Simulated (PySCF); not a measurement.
## Relaxation of singlet [BiSe2]+

Method: PySCF, PBE0, basis Bi def2-TZVP with ECP60, Se def2-TZVP (scalar-relativistic core potentials, no spin–orbit coupling, density fitting). A (50,194) grid was used.

A hand-made linear start, of D∞h symmetry, held to at least that symmetry:

```xyz
3
charge 1 multiplicity 1, angstrom
Bi    0.0000    0.0000    0.0000
Se    0.0000    0.0000    2.4304
Se    0.0000    0.0000   -2.4304
```

Optimiser trace:
| step | E − E(last) (kJ/mol) | largest gradient (Eh/bohr) |
| --- | --- | --- |
| 0 | 9.92 | 0.02448 |
| 1 | 0.28 | 0.00451 |
| 2 | 0.01 | 0.00092 |
| 3 | 0.00 | 0.00002 |

It ends at D∞h with Bi–Se 2.354 Å (×2); Se–Bi–Se 180.0°. A frequency run shows a minimum. Other isomers or separated fragments may lie lower.

Final geometry:
```xyz
3
charge 1 multiplicity 1, angstrom
Bi    0.0000    0.0000    0.0000
Se    0.0000    0.0000    2.3540
Se    0.0000    0.0000   -2.3540
```

With an element this heavy the missing spin–orbit coupling can shift these numbers.

The relaxation took roughly 50 core-seconds on a shared host.
